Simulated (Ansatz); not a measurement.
C$_{2}$H$_{8}$AlBSi (`[AlH2]/[CH]=C/B[SiH3]`), relaxed with RKS PBE0-D4/def2-TZVP in the Gaussian-basis code of Ansatz from a PBE-D4/def2-SVP geometry. The force threshold is 0.005 eV/Å; the program also tests the step.

The species carries charge 0 and has multiplicity 1.

Start:

```xyz
13

Al   -1.274    2.122   -2.132
C     0.143    1.088   -1.220
C    -0.123    0.205   -0.203
B     0.993   -0.607    0.514
Si    0.569   -1.904    2.009
H    -0.915    3.142   -3.310
H    -2.777    1.888   -1.635
H     1.213    1.184   -1.497
H    -1.184    0.083    0.102
H     2.140   -0.431    0.132
H     1.760   -2.591    2.624
H    -0.179   -1.199    3.119
H    -0.366   -2.979    1.497
```

| step | energy (eV) | largest force (eV/Å) | largest move (Å) |
| --- | --- | --- | --- |
| 1 | -17344.4836 | 0.650 | 0.000 |
| 2 | -17344.5257 | 0.154 | 0.040 |
| 3 | -17344.5284 | 0.030 | 0.016 |
| 4 | -17344.5284 | 0.030 | 0.001 |
| 5 (rejected) | -17344.5278 | 0.058 | 0.016 |
| 6 | -17344.5286 | 0.008 | 0.008 |
| 7 | -17344.5287 | 0.001 | 0.009 |
| 8 | -17344.5287 | 0.004 | 0.010 |
| 9 | -17344.5288 | 0.006 | 0.013 |
| 10 | -17344.5288 | 0.017 | 0.039 |
| 11 | -17344.5289 | 0.022 | 0.015 |
| 15 | -17344.5303 | 0.090 | 0.024 |
| 19 | -17344.5343 | 0.092 | 0.097 |
| 23 (rejected) | -17344.5371 | 0.174 | 0.196 |
| 27 | -17344.5400 | 0.086 | 0.088 |
| 31 (rejected) | -17344.5408 | 0.109 | 0.125 |
| 35 | -17344.5421 | 0.003 | 0.009 |
| 39 | -17344.5423 | 0.010 | 0.030 |
| 43 | -17344.5425 | 0.029 | 0.051 |
| 47 (rejected) | -17344.5427 | 0.056 | 0.051 |
| 51 | -17344.5433 | 0.029 | 0.049 |
| 55 | -17344.5435 | 0.010 | 0.018 |
| 59 | -17344.5435 | 0.007 | 0.002 |
| 60 | -17344.5435 | 0.004 | 0.002 |

End:

```xyz
13

Al   -1.249    2.130   -2.059
C     0.145    1.022   -1.248
C    -0.020    0.482   -0.018
B     0.955   -0.583    0.518
Si    0.477   -1.970    1.901
H    -1.142    2.628   -3.560
H    -2.487    2.494   -1.138
H     1.075    0.763   -1.759
H    -0.937    0.721    0.526
H     2.052   -0.621    0.033
H     1.438   -1.903    3.042
H    -0.900   -1.828    2.454
H     0.593   -3.334    1.309
```

Hardware: 4 threads of an AMD EPYC 9R45 on a shared host. Wall time 83 s, peak host memory 0.64 GiB.
